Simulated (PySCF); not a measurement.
phosphoric acid (H3O4P), SMILES O=P(O)(O)O. Heavy atoms are numbered as in [OH:1][P:2](=[O:3])([OH:4])[OH:5]. Hydrogens are named by the atom that carries them.

Coordinates come from a TPSSh-D3(BJ)/def2-SVP optimisation. Other conformers were not sampled.

Calculation: PySCF with M06-2X/def2-TZVP.

ESP charges are fitted to the potential on shells at 1.4 to 2.0 van der Waals radii. Atomic charges (e), one atom of each kind:

| atom | Mulliken | Löwdin | ESP fit | IAO |
|---|---|---|---|---|
| O1 (OH) | -0.48 | -0.14 | [?] | -0.77 |
| P2 | 0.93 | 0.12 | [?] | 2.08 |
| O3 | -0.56 | -0.30 | [?] | -0.94 |
| H on O1 | 0.36 | 0.19 | [?] | 0.39 |

Question: Fill in the missing entries. (An estimate is asked for; the answer gives what the named calculation found.)

Answer: 
- O1 (OH), ESP fit: -0.54
- P2, ESP fit: 1.02
- O3, ESP fit: -0.66
- H on O1, ESP fit: 0.42

Question: Give the Mayer and Wiberg (Löwdin basis) orders of the bonds. (Estimate from the structure and the level; the computed values follow.)

Answer: 
```tsv
bond	Mayer	Wiberg
O1–P2	1.19	1.58
P2–O3	2.02	2.46
P2–O4	1.19	1.58
P2–O5	1.19	1.58
```
